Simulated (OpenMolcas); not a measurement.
# Ni2+: ligand-field states by method

Ni2+ with its 6 nearest fluoride ions at 2.092 Å, on the Ca site of CsCaF3 (a = 4.526 Å, distance in the model lattice 2.263 Å). The rest of the host is ab initio model potentials to 7.6 Å, with orthogonalisation functions on the cations behind the ligands, and point charges beyond; the distance is set by hand and nothing relaxes. Ligand basis ANO-RCC-VDZP.
```
Ni    0.0000    0.0000    0.0000
F     2.0920    0.0000    0.0000
F     0.0000    2.0920    0.0000
F    -2.0920    0.0000    0.0000
F     0.0000   -2.0920    0.0000
F     0.0000    0.0000    2.0920
F     0.0000    0.0000   -2.0920
```

```
Program             : OpenMolcas 26.06
Basis               : ANO-RCC-VTZP [6s5p3d2f1g]
Scalar Hamiltonian  : DKH2, point nucleus
Active space        : 8 electrons in 5 orbitals (3d)
State averaging     : 2S+1 = 3 even, 10 roots; 2S+1 = 1 even, 15 roots
Spin-orbit coupling : RASSI with atomic mean-field integrals over the reference wave functions
```

I. CASSCF
II. SS-CASPT2, IPEA 0.25 Eh, imaginary shift 0.1 Eh (closed shells correlated: 3s 3p and the ligand valence shells)
III. SS-CASPT2, IPEA 0.5 Eh, imaginary shift 0.1 Eh (closed shells correlated: 3s 3p and the ligand valence shells)

Spin-free states (labels of O, the rotations of Oh) in cm-1, each column counted from its own energy of the first state listed:

| State | Degeneracy | I | II | III |
| --- | --- | --- | --- | --- |
| 3A2 | 1 | 0 | 0 | 0 |
| 3T2 | 3 | 5128 | 6670 | 6580 |
| 3T1 | 3 | 9005 | 10670 | 10970 |
| 1E | 2 | 18589 | 14110 | 14270 |
| 1T2 | 3 | 22761 | 19830 | 20030 |
| 3T1 | 3 | 25843 | 22630 | 23130 |
| 1A1 | 1 | 28716 | 23890 | 24380 |
| 1T1 | 3 | 30188 | 27610 | 27440 |
| 1E | 2 | 32862 | 31550 | 31580 |
| 1T2 | 3 | 33619 | 31870 | 32020 |
| 1A1 | 1 | 68327 | 57470 | 58090 |

From I to II, I's first state of the same spin (3T2) moves from 5128 to 6670 cm-1, by about +1500 cm-1.

From I to II, I's first state of another spin (1E) moves from 18589 to 14110 cm-1, by about -4500 cm-1.

I: A least-squares ligand-field fit to the states below 45000 cm-1, each weighted by its degeneracy and with a free common offset, gives 10Dq = 4997 cm-1, B = 1293 cm-1 and C = 4769 cm-1 (C/B = 3.69), with an rms deviation of 66 cm-1. 

χT at 300 K: I 1.59, II 1.46, III 1.47 cm3 K/mol.

Roots that are degenerate in the reference are averaged as groups; the widest CASPT2 spread within a group is 180 cm-1 (the 3-fold group of multiplicity 3 near 10700 cm-1 above the lowest state of its run, II). Shifts and gaps below about the spread of the groups concerned are not significant. Over all roots computed the reference weight is 0.71 to 0.73 in II, 0.72 to 0.73 in III; a low but even weight reflects the number of correlated electrons. Ligand-to-metal charge-transfer states are missing. Without dynamic correlation the repulsion within the d shell is too large (B by tens of per cent), so at a given field states of lower spin stand too high (holds for I). With no ligand orbital active B as a rule stays too high, so bands that hang on it stand too high and its fall with covalency is understated (holds for I). With metal d orbitals alone and no dynamic correlation 10Dq can be off by a tenth to a fifth, either way, in oxide and fluoride hosts (holds for I). A single d shell leaves out the double-shell effect, which counts most for late 3d ions, where the CASPT2 field can be off either way by tens of per cent (holds for II; III). These CASPT2 states fit no ligand-field parameters well, so their order and spin gaps are uncertain (holds for II; III). For late 3d ions with one d shell CASPT2 can put B and the spin-flip bands somewhat low as well as high (holds for II; III). With one d shell and no ligand orbital active, 10Dq can be off by tens of per cent for divalent 3d ions, low with halides held by bare charges and at times high in hosts, and the orbital part of g and χT goes as 1/10Dq (holds for II; III). Free-ion shares, where given, are those of the reference states; single-state CASPT2 does not remix them (holds for II; III). No measured value stands beside these numbers; the geometry was set by hand and not optimised.
